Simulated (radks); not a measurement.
The carbon ion C2+ inside a hard spherical wall (all orbitals vanish at R), configuration held at [He] 2s2 and not refilled when levels cross. All-electron calculation, non-relativistic Kohn-Sham, LDA (Slater exchange, VWN5 correlation), spin-polarised, spherical densities, point nucleus. Program: a radial shooting solver on a logarithmic mesh with Libxc functionals. Eigenvalues in eV for spin up, with the zero of energy where the potential of the charges vanishes at infinity; a dash marks a level that is unbound or too diffuse for the functional's potential to be trusted. A positive occupied level is held by the wall or, in an anion where self-interaction has pushed it up, behind a barrier. The pressure on the wall is -dE/dV.

R (bohr)  E (hartree)  kinetic (hartree)    e(1s)    e(2s)  e(2p, empty)  e(3s, empty)  pressure (GPa)
free        -36.13010             35.951  -305.86  -40.156       -31.853       -11.703               0
12          -36.13010             35.951  -305.86  -40.156       -31.853       -11.702        < 0.0001
8           -36.13010             35.951  -305.86  -40.156       -31.853       -11.601        < 0.0001
6           -36.13008             35.951  -305.86  -40.155       -31.851       -10.665         0.00336
5           -36.12977             35.955  -305.83  -40.139       -31.830        -8.562          0.0902
3.5         -36.10872             36.125  -305.05  -39.490       -31.075         5.549            10.7
3           -36.05255             36.458  -303.66  -38.139       -29.658        20.003            51.0
2.5         -35.86114             37.329  -300.50  -34.270       -25.978        48.942             248
2           -35.21050             39.581  -293.78  -22.867       -16.358        112.05            1340
1.5         -32.81714             45.974  -279.48   15.053        11.207        271.22            9270
